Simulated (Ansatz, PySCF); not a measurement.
C6H13 (SMILES C[CH]CCCC), doublet, at a GFN2-xTB geometry. Base run: PySCF with MP2/cc-pVDZ.

PySCF was given this input:
```python
from pyscf import gto, scf, mp

mol = gto.M(
    atom='''
C    -2.75616312   -0.20561197    0.21276207
C    -1.78454608    0.34115459   -0.75813841
C    -0.36833833   -0.07787926   -0.76501162
C     0.47699560    0.72934297    0.24942291
C     1.96728692    0.39989938    0.18541199
C     2.29100802   -1.01760492    0.64259801
H    -2.43036344   -1.17449609    0.58708687
H    -3.74337372   -0.31406975   -0.24055654
H    -2.88342474    0.46072730    1.07634029
H    -2.06746123    1.21659395   -1.31898910
H     0.06525893    0.07423610   -1.75750878
H    -0.29501304   -1.13731544   -0.50994433
H     0.10161226    0.53347479    1.25569411
H     0.33847710    1.79290047    0.04232314
H     2.32530831    0.54255798   -0.83693164
H     2.50353754    1.10698358    0.82389160
H     1.85952607   -1.75394638   -0.03040284
H     1.90061025   -1.19301961    1.64295739
H     3.36784771   -1.17043147    0.66376993
''',
    basis='cc-pvdz',
    spin=1,
    verbose=4,
)

mf = scf.UHF(mol)
mf.kernel()

pt = mp.MP2(mf)
pt.kernel()
print('E(MP2) = %.10f' % pt.e_tot)
```

The same geometry, method and basis name were run in Ansatz (a first-principles code) and PySCF, at each program's defaults and at the settings that a row names. The base is PySCF at its defaults. Differences at the defaults can come from grids, fitting, cores and function types together.

```csv
code and settings,ΔE vs base (mEh),basis functions,E (Eh),SCF cycles,SCF-reference dipole (D)
"PySCF, defaults (exact integrals, spherical functions, all electrons correlated)",0.000,149,-235.60995,12,0.21
"Ansatz, defaults (factorised integrals, spherical functions, frozen core)",16.043,149,-235.59391,-,-
"PySCF, frozen core",16.037,149,-235.59392,12,0.21
"Ansatz, high accuracy, frozen core",16.037,149,-235.59392,-,-
```

Open shells are given as the SCF converged; they aren't shown to be the lowest states, and a large step between rows can be another state.
